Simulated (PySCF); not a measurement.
TDDFT excited states: C3H4ClF3Si

Compound: C₃H₄ClF₃Si.
SMILES: `FC(F)=C(F)C[SiH2]Cl`

Computed with TDDFT wB97X-D/def2-SVPD, vertical, gas phase, core orbitals frozen in the response (PySCF). One conformer (not necessarily the lowest) at the GFN2-xTB geometry, without solvent, vibrations or thermal averaging. Torsions of this conformer, `[F:1][C:2]([F:3])=[C:4]([F:5])[CH2:6][SiH2:7][Cl:8]`: C2–C4–C6–Si7 -109°, C4–C6–Si7–Cl8 179°.

| state | E (eV) | λ (nm) | ν̃ (cm⁻¹) | f | main configurations (H = HOMO, L = LUMO) |
| --- | --- | --- | --- | --- | --- |
| S1 | 6.31 | 196.6 | 50880 | 0.031 | H→L (72%) |
| S2 | 7.03 | 176.2 | 56740 | 0.042 | H→L+1 (62%), H→L+5 (10%) |
| S3 | 7.26 | 170.7 | 58590 | 0.196 | H→L (20%), H→L+3 (17%), H→L+1 (14%) |
| S4 | 7.64 | 162.3 | 61600 | 0.294 | H→L+2 (75%) |
| S5 | 7.92 | 156.5 | 63880 | 0.015 | H→L+4 (51%), H→L+5 (11%), H→L+3 (11%) |
| S6 | 7.97 | 155.5 | 64290 | 0.013 | H-1→L (82%) |
| S7 | 8.14 | 152.3 | 65660 | 0.049 | H→L+3 (43%), H→L+4 (18%), H→L+5 (16%) |
| S8 | 8.32 | 149.0 | 67100 | 0.0053 | H-2→L (68%) |

Triplets, Tamm–Dancoff:

```csv
state,E (eV),λ (nm),"main configurations (H = HOMO, L = LUMO)"
T1,4.53,273.9,"H→L+2 (37%), H→L (27%), H→L+3 (14%)"
T2,6.08,203.9,"H→L (42%), H→L+3 (13%), H→L+5 (9%)"
T3,6.78,182.8,"H→L+1 (37%), H→L+5 (13%), H→L+7 (13%)"
```

The lowest singlet lies at 6.31 eV (197 nm, vacuum ultraviolet) and is of moderate strength; its leading configuration is HOMO→LUMO (72%). The most intense listed level is S4 at 7.64 eV (162 nm, f = 0.294), 1.33 eV above S1. Löwdin shares by element: HOMO carbon 52% or more, fluorine 19% or more (atoms not listed hold the other 29%); LUMO carbon 23% or more, silicon 22%, chlorine 20% (atoms not listed hold the other 34%). Of the 8 states listed, 7 reach f = 0.01 and none stays under 0.0005. Weighted by f, the mean energy of these states is 7.48 eV. The oscillator strengths of these states sum to 0.644; summed over the whole spectrum of an exact calculation they would give the number of electrons, 80 (Thomas–Reiche–Kuhn). The window holds the lowest 8 singlets.
